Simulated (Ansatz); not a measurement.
Reaction (formal exchange of groups at the Sn–O bond): `C[O][SnH]([NH2])[F]` + CH₄ → `[CH3][SnH]([NH2])[F]` + CH₃OH

Computed with Ansatz on PBE0-D4/def2-TZVP structures; ΔE is electronic, products minus reactants. CCSD(T)/CBS is the MP2 limit (def2-TZVPP, def2-QZVPP) plus CCSD(T) − MP2 in def2-TZVPP, frozen cores. This one scheme is used for every species. DFT in def2-TZVPP. def2 core potentials past Kr. For Sn outer-core shells are correlated without core-valence functions, which leaves a few kJ/mol of doubt a bond. One conformer a species, not always the lowest.

```tsv
level	ΔE (kJ/mol)	difference from CCSD(T)/CBS
LDA (SPW92)	36.6	-5.4
PBE-D4	42.6	0.6
BLYP-D4	51.9	9.9
BHLYP-D4	44.6	2.6
ωB97X-V	44.1	2.1
PBE-QIDH	37.7	-4.3
PBE	40.7	-1.3
revPBE	40.7	-1.3
BLYP	48.4	6.4
r2SCAN	47.1	5.1
r2SCAN0	40.5	-1.5
CAM-B3LYP	44.2	2.2
CCSD(T)/def2-SVP	53.6	11.6
HF/def2-TZVPP	44.0	2.0
SCS-MP2/def2-TZVPP	44.0	2.0
MP2/def2-QZVPP	42.0	0.0
CCSD(T)/CBS	42.0	0
```

Largest T1 diagnostic among the species: 0.014.

From r2SCAN to r2SCAN0 (25 % exact exchange), in def2-TZVPP and without D4, ΔE moves by −6.6 kJ/mol. Leaving LDA and LC-ωPBE aside and taking each functional with its dispersion term where it has one, the values, not all of them listed here, spread over 16.1 kJ/mol, from HSE06-D4 to B97M-V. LDA lies −4.1 kJ/mol from PBE without D4.
